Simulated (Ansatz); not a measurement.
The cluster Cd₇Se₆Br₂: single points at one geometry.

```yaml
crystal:
  periodic: [false, false, false]
  atoms:
    - {symbol: Cd, position_ang: [1.380107, 0.176738, -0.880679]}
    - {symbol: Cd, position_ang: [-1.907583, -1.016486, -1.433646]}
    - {symbol: Cd, position_ang: [-0.146493, -1.907793, 1.425231]}
    - {symbol: Cd, position_ang: [3.251314, 2.636311, 1.048397]}
    - {symbol: Cd, position_ang: [1.317894, -3.273713, -1.285444]}
    - {symbol: Cd, position_ang: [-2.272324, 0.840424, 1.400733]}
    - {symbol: Cd, position_ang: [-0.436125, 2.596157, 2.173844]}
    - {symbol: Se, position_ang: [0.652354, 2.636270, -0.630620]}
    - {symbol: Se, position_ang: [2.269281, -1.701131, 0.834379]}
    - {symbol: Se, position_ang: [0.277959, -1.377495, -2.773552]}
    - {symbol: Se, position_ang: [-3.124428, 1.324596, -1.250827]}
    - {symbol: Se, position_ang: [-1.350600, 2.699152, -2.063710]}
    - {symbol: Se, position_ang: [-2.621810, -1.865199, 1.066866]}
    - {symbol: Br, position_ang: [1.463200, -5.738173, -1.087875]}
    - {symbol: Br, position_ang: [1.247256, 3.970363, 3.456904]}
basis:
  gaussian: {orbitals: def2-SVP, fitting: {mean_field: def2-universal-jkfit}, initial_orbitals: start.molden}
hamiltonian: {xc: pbe0, dispersion: d4}
scf: {omitted_lower_state_checks: [starts]}
output: {orbitals: {seedname: orbitals}}
```

The file start.molden holds the orbitals of an earlier run on this structure, at another level or in another basis.

```sh
$ ansatz run in.yaml --threads 2 --pin off --events-out ev --progress --plain --max-ram 31744MiB --backend cuda --devices 0, --max-vram 18GiB
```

It prints (some lines left out):

```
Functional definition: PBE0
3913 factors; integrals over basis functions are off by at most 7.7e-3 eV
mean field evaluation 1: about -563939.4345 eV, gradient 3.4e2 eV
mean field evaluation 2: about -563975.4433 eV, gradient 4.7e1 eV
mean field evaluation 4: about -564020.7382 eV, gradient 1.8e1 eV
mean field evaluation 8: about -564026.1311 eV, gradient 3.5e-3 eV
mean field -564026.13113076 eV, -20727.5780084125 hartree, gradient 2.0e-5 eV, S^2 0.000000; 0 other end points of the search recorded, 0 dependent functions left out
reference -564026.13118304 eV, -20727.5780103338 hartree; 207, 207 occupied and 266, 266 virtual orbitals, 3913 factors
Total energy: -564027.81945442 eV, -20727.6400531626 hartree
Checks for a lower state left out: starts
```

It took 6 s on 2 threads of AMD EPYC 7R13 on a shared host and a share (18 GiB) of an NVIDIA H100 80GB HBM3, peak host memory 1.1 GiB.

The first input with `hamiltonian: {xc: pbe, dispersion: d4}`, `output: {forces: true, orbitals: {seedname: orbitals}}` (abridged; 5.5 s):

```
Functional definition: PBE
mean field -564010.64808906 eV, -20727.0090171249 hartree, gradient 2.8e-5 eV, S^2 0.000000
Total energy: -564012.50501013 eV, -20727.0772577155 hartree
Atom 0 force     0.002328     0.005111     0.001763 eV/Å
Atom 1 force     0.005099    -0.002189     0.000725 eV/Å
Atom 2 force    -0.006742     0.001445    -0.002402 eV/Å
Atom 3 force    -0.007123    -0.001690     0.001754 eV/Å
Atom 4 force    -0.006729     0.001225    -0.003593 eV/Å
Atom 5 force     0.007877     0.015024     0.004789 eV/Å
Atom 6 force    -0.013032    -0.007928    -0.003809 eV/Å
Atom 7 force     0.004333     0.002252     0.000474 eV/Å
Atom 8 force    -0.006142     0.001417    -0.000462 eV/Å
Atom 9 force     0.001950    -0.005751     0.009422 eV/Å
Atom 10 force     0.010779     0.002831    -0.006724 eV/Å
Atom 11 force    -0.013450    -0.005467     0.005126 eV/Å
Atom 12 force     0.011166    -0.006222    -0.002424 eV/Å
Atom 13 force     0.000397     0.003432    -0.000764 eV/Å
Atom 14 force     0.009289    -0.003489    -0.003876 eV/Å
Dipole moment:    -0.388383     0.152621     0.059137 e Å
Checks for a lower state left out: starts
```

As the first input, with `gaussian: {orbitals: def2-TZVP, fitting: {mean_field: def2-universal-jkfit}, initial_orbitals: start.molden}` (abridged; 6.5 s):

```
Functional definition: PBE0
mean field -564098.70943634 eV, -20730.2452119471 hartree, gradient 1.4e-5 eV, S^2 0.000000
Total energy: -564100.39775618 eV, -20730.3072565571 hartree
Checks for a lower state left out: starts
```

The first input with `gaussian: {orbitals: def2-TZVP, fitting: {mean_field: def2-universal-jkfit}, initial_orbitals: start.molden}`, `hamiltonian: {xc: pbe, dispersion: d4}` (abridged; 4.4 s):

```
Functional definition: PBE
mean field -564083.47757906 eV, -20729.6854515167 hartree, gradient 1.5e-5 eV, S^2 0.000000
Total energy: -564085.33449499 eV, -20729.7536919184 hartree
Checks for a lower state left out: starts
```

First input, but with `hamiltonian: {xc: {name: BLYP}, dispersion: d4}` (abridged; 4.4 s):

```
Functional definition: BLYP
mean field -564087.72599776 eV, -20729.8415780241 hartree, gradient 2.0e-5 eV, S^2 0.000000
Total energy: -564091.40735454 eV, -20729.9768653907 hartree
Checks for a lower state left out: starts
```

First input, but with `gaussian: {orbitals: def2-SVP, initial_orbitals: start.molden}`, `hamiltonian: {xc: pbe}`, `correlation: {method: rpa}` and without the key `output` (abridged; 11 s):

```
Functional definition: PBE
mean field -564010.62555746 eV, -20727.0081891036 hartree, gradient 1.6e-6 eV, S^2 0.000000
72 core orbitals not correlated: weight in the atoms' cores, before any rotation towards them, 1.000 or more for the frozen orbitals, at most 0.000 for the correlated occupied ones
Total energy: -563701.55113081 eV, -20715.6499134226 hartree
Checks for a lower state left out: starts
```

As the first input, with `hamiltonian: {xc: r2scan, dispersion: d4}` (abridged; 6.5 s):

```
Functional definition: r2SCAN
mean field -564100.28408693 eV, -20730.3030792889 hartree, gradient 1.2e-5 eV, S^2 0.000000
Total energy: -564100.75481054 eV, -20730.3203780628 hartree
Checks for a lower state left out: starts
```

Geometry: PBE-D4/def2-SVP.

In the def2 sets Cd takes a core potential; there is no spin–orbit coupling. Correlated methods freeze 72 core orbitals; core or outer-core shells of Cd, Se, Br are correlated, in sets that lack core-valence functions. Single mean-field runs in def2-SVP, def2-TZVP are fitted with def2-universal-jkfit. Another isomer (singlet) lies 0.25 eV lower at PBE0-D4/def2-TZVP; other spin states weren't run for this one.
